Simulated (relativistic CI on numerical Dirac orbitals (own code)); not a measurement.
Cr³⁺: 3d valence photoemission

Computed with this model: Dirac-Coulomb-Breit CI, separate exchange-only KLI orbitals for each configuration, model QED (radiative potential, 1s self-energy scaled to tabulated hydrogen-like ionisation energies), valence Slater integrals scaled by 0.9, multiplet model of photoemission in the sudden approximation; configurations [Ar] 3d3 → [Ar] 3d2; 80 K; Lorentzian 0.3 eV and Gaussian 0.5 eV FWHM. Energies are those of the free ion, without screening or charge transfer. The energies are binding energies and can lie tens of eV above those of solids. S is read from ⟨S²⟩ = S(S + 1).

Field parameters in Wybourne normalisation: Td as Oh with Dq negative (B⁴₀ = 21Dq, B⁴₄ = √(5/14) B⁴₀). The field is a parameter set, without covalency.

free ion: ground-state S = 1.50, centroid 48.33 eV. Peaks (eV, height): 47.9 (100), 50.0 (26).

Td, 10Dq = -1800 cm⁻¹: ground-state S = 1.50, centroid 48.37 eV. Peaks (eV, height): 48.0 (100), 50.2 (27).

Td, 10Dq = -5050 cm⁻¹: ground-state S = 1.50, centroid 48.45 eV. Peaks (eV, height): 47.7 (83), 48.2 (100), 50.5 (35).

Td, 10Dq = -8300 cm⁻¹: ground-state S = 1.50, centroid 48.53 eV. Peaks (eV, height): 47.4 (86), 48.4 (100), 49.1 (75), 50.8 (33).

Td, 10Dq = -11500 cm⁻¹: ground-state S = 1.50, centroid 48.62 eV. Peaks (eV, height): 47.2 (90), 48.6 (100), 49.5 (81), 51.2 (25).

Td, 10Dq = -14750 cm⁻¹: ground-state S = 1.50, centroid 48.71 eV. Peaks (eV, height): 47.0 (92), 48.8 (100), 49.9 (87), 51.7 (17).

Strongest unbroadened transitions for Td, 10Dq = -5050 cm⁻¹:

| Energy (eV) | Relative strength |
| --- | --- |
| 47.53 | 0.2 |
| 47.57 | 100.0 |
| 48.17 | 0.1 |
| 48.18 | 23.0 |
| 48.19 | 41.9 |
| 48.20 | 37.4 |
| 48.21 | 11.1 |
| 48.60 | 0.1 |
| 48.64 | 9.9 |
| 48.65 | 14.9 |
| 48.69 | 11.1 |
| 48.70 | 17.3 |
| 48.72 | 16.7 |
| 50.13 | 0.3 |
| 50.43 | 12.7 |
| 50.45 | 22.1 |
| 50.48 | 8.8 |
| 50.49 | 6.3 |
